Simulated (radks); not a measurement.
Problem. The mean radii <r> (bohr) of the occupied orbitals of an atom or ion are listed with their occupations. Calculated with a radial shooting solver on a logarithmic mesh with Libxc functionals: scalar-relativistic Kohn-Sham, Slater X-alpha with alpha = 0.621, spin-polarised, spherical densities, finite nucleus; Fermi nuclear charge, rms radius of each element as measured or else 0.836 A^(1/3) + 0.57 fm.

orbital  occ.      <r>
1s down     1  0.02412
1s up       1  0.02412
2s up       1   0.1032
2s down     1   0.1032
2p up       3  0.09064
2p down     3  0.09064
3s up       1   0.2731
3s down     1   0.2730
3p up       3   0.2711
3p down     3   0.2710
3d up       5   0.2481
3d down     5   0.2480
4s up       1   0.6239
4s down     1   0.6237
4p up       3   0.6613
4p down     3   0.6610
4d up       5   0.7301
4d down     5   0.7300
5s up       1    1.507
5s down     1    1.518
5p up       3    1.773
5p down     3    1.794
6s up       1    4.563
6s down     1    4.720
4f up       3    1.252

Name the element and its charge. Open shells, if any, are filled with parallel spins first.

Solution. Z = 59, praseodymium, charge 0: Pr in [Xe] 4f3 6s2. The 1s radius gives Z: for a bare nucleus <r> = (2 gamma + 1)/(2Z) with gamma = sqrt(1 - (Z/c)^2), 0.02377 bohr for Z = 59, and screening makes it slightly larger (0.02412 here). The occupations add up to 59, and the charge is Z minus that.
